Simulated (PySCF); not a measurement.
Correlation energy of La(3+) (lanthanum, charge +3)

[Xe], closed-shell 1S. Calculation: PySCF 2.14, in def2-TZVPPD with the def2 core potential (46 electrons) (6s5p3d2f1g, 59 functions); scalar relativity through the core potential. Frozen: nothing; 8 electrons correlated.

```tsv
level	correlation energy (mhartree)
CCSD	-141.85
(T)	-3.27
CCSD(T)	-145.12
```

Diagnostics: T1 = 0.0025, D1 = 0.0040, largest double amplitude 0.035.

Is a single reference adequate?

Yes, within this model without spin-orbit coupling: T1 lies below 0.03 and no double amplitude reaches 0.07.

The basis has no tight functions for the innermost shells, so their pair energies are far from complete.
